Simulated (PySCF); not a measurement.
Molecule: 4-Methylpyridine (SMILES Cc1ccncc1).

Bonds (- single, = double, # triple, : aromatic): C1-C2 1.499 Å, C2:C3 1.398 Å, C3:C4 1.394 Å, C4:N5 1.330 Å, N5:C6 1.330 Å, C6:C7 1.394 Å, C7:C2 1.398 Å. C1 carries H8, H9, H10; C3 carries H11; C4 carries H12; C6 carries H13; C7 carries H14.

Spin–spin couplings on one PBE0-D3(BJ)/def2-SVP geometry, PySCF, gas phase, non-relativistic, equivalent pairs averaged (spin–dipole term only in couplings to heteroatoms); isotopes 13C, 1H, 15N; basis pcJ-1.

Q: How do the couplings (Hz) change with the functional? Times are CPU seconds on shared hosts with different chips, so compare them loosely.

A: 
| functional | functions | 1J(C4,H12) | 1J(C3,H11) | 1J(C1,H8) | 1J(C2,C3) | 1J(C3,C4) | 1J(C1,C2) | 1J(C4,N5) | core-s |
| --- | --- | --- | --- | --- | --- | --- | --- | --- | --- |
| LDA | 259 | 145.8 | 130.2 | 101.3 | 42.9 | 41.2 | 30.3 | 6.1 | 24 |
| PBE | 259 | 171.2 | 152.6 | 121.9 | 53.0 | 51.5 | 39.9 | 4.1 | 36 |
| KT2 | 259 | 184.9 | 162.7 | 128.1 | 42.7 | 40.4 | 30.6 | 8.7 | 38 |
| B3LYP | 259 | 185.4 | 166.8 | 133.7 | 59.6 | 59.5 | 46.7 | 0.4 | 55 |
| PBE0 | 259 | 176.6 | 158.3 | 126.1 | 58.1 | 57.6 | 45.0 | 0.6 | 52 |
| B97-2 | 259 | 169.2 | 151.4 | 120.4 | 56.6 | 56.5 | 44.3 | 0.5 | 71 |
| BHandHLYP | 259 | 198.8 | 179.7 | 144.2 | 70.4 | 71.4 | 55.9 | -6.3 | 61 |
| CAM-B3LYP | 259 | 183.2 | 164.8 | 131.3 | 59.0 | 59.3 | 46.6 | -0.6 | 110 | Left out for a near triplet instability: HF/pcJ-1.
